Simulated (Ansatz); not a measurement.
`OCCOCCO`. The species carries charge 0 and has multiplicity 1. The geometry is a stationary point of PBE0-D4/def2-TZVP. It is a higher conformer; a search finds a lower one.

```xyz
17

O     0.258   -1.782   -2.044
C    -0.724   -0.783   -1.928
C    -0.107    0.544   -1.544
O     0.651    0.435   -0.356
C    -0.113    0.441    0.824
C     0.841    0.446    2.000
O     0.151    0.473    3.228
H     0.879   -1.639   -1.320
H    -1.496   -1.073   -1.200
H    -1.217   -0.686   -2.900
H    -0.881    1.317   -1.440
H     0.597    0.857   -2.318
H    -0.769   -0.441    0.884
H    -0.755    1.332    0.865
H     1.456    1.347    1.966
H     1.517   -0.416    1.928
H    -0.288   -0.372    3.353
```

Q: What is the dipole moment at PBE/def2-TZVPP? (Estimate.)

A: Ansatz gave: 1.14 D, with components (-1.09, 0.15, 0.28) D in this frame, pointing from negative to positive charge.

Q: And with r2SCAN, B3LYP, ωB97M-V? (Estimate.)

A: The calculation gave: r2SCAN 1.18 D, B3LYP 1.24 D, ωB97M-V 1.25 D.

Q: Give the Mulliken charges with PBE, ωB97M-V, r2SCAN in def2-TZVPP. (An estimate is asked.)

A: The calculation gave: 
```json
{"atom": "O1", "PBE": "-0.32", "ωB97M-V": "-0.33", "r2SCAN": "-0.38"}
{"atom": "C2", "PBE": "0.04", "ωB97M-V": "0.01", "r2SCAN": "0.16"}
{"atom": "C3", "PBE": "-0.02", "ωB97M-V": "-0.08", "r2SCAN": "0.08"}
{"atom": "O4", "PBE": "-0.28", "ωB97M-V": "-0.33", "r2SCAN": "-0.35"}
{"atom": "C5", "PBE": "-0.03", "ωB97M-V": "-0.05", "r2SCAN": "0.06"}
{"atom": "C6", "PBE": "0.04", "ωB97M-V": "0.00", "r2SCAN": "0.16"}
{"atom": "O7", "PBE": "-0.31", "ωB97M-V": "-0.32", "r2SCAN": "-0.37"}
{"atom": "H8", "PBE": "0.18", "ωB97M-V": "0.18", "r2SCAN": "0.20"}
{"atom": "H9", "PBE": "0.05", "ωB97M-V": "0.08", "r2SCAN": "0.02"}
{"atom": "H10", "PBE": "0.07", "ωB97M-V": "0.10", "r2SCAN": "0.03"}
{"atom": "H11", "PBE": "0.04", "ωB97M-V": "0.09", "r2SCAN": "0.02"}
{"atom": "H12", "PBE": "0.09", "ωB97M-V": "0.12", "r2SCAN": "0.05"}
{"atom": "H13", "PBE": "0.05", "ωB97M-V": "0.08", "r2SCAN": "0.02"}
{"atom": "H14", "PBE": "0.07", "ωB97M-V": "0.11", "r2SCAN": "0.04"}
{"atom": "H15", "PBE": "0.08", "ωB97M-V": "0.10", "r2SCAN": "0.04"}
{"atom": "H16", "PBE": "0.06", "ωB97M-V": "0.09", "r2SCAN": "0.03"}
{"atom": "H17", "PBE": "0.18", "ωB97M-V": "0.17", "r2SCAN": "0.19"}
```

B3LYP here is the variant with VWN-RPA as its local correlation; programs differ in this.
